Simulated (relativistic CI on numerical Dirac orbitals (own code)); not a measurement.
Calculated at this level of theory: Dirac-Coulomb-Breit CI, orbitals from a KLI potential per configuration, QED by a radiative potential, unscaled Slater integrals (own radial code, finite nucleus).

The strongest absorption lines from the ground level of an ion, among the configurations computed and to levels below about 1700 eV (vacuum wavelength in Å, gf): 7.3298 (0.64), 7.3368 (0.39), 7.3677 (0.27), 7.3709 (0.069), 26.126 (0.071), 29.656 (2), 31.396 (1.4), 33.000 (0.14).

(1) Which ion is it?
A. Lu⁴⁸⁺
B. Lu⁴⁶⁺
C. Re⁵⁰⁺
D. Eu³⁸⁺

Answers

(1) B. Lu⁴⁶⁺ has 25 electrons and the ground level 3s2 3p6 3d7 4F_9/2; the strongest line goes to 3s2 3p5 3d8 4D°_7/2. The pattern of lines fixes the number of electrons, and along that sequence the line energies rise steadily with the charge (about as its square where n changes within one kind of shell, about linearly where n is kept but much faster in heavy ions where fine structure, which grows about as Z⁴, sets the gap, and irregularly where shells cross), which fixes Z. Configurations outside the model, such as inner-shell arrays, can give stronger lines. At this charge energies of transitions that change n are usually good to better than 1 %, and those within a shell (Δn = 0) to a few per cent.

LS names give the leading component of a level, which can be under half, so a name can repeat, a term be missing and a line seem to break the LS rules.
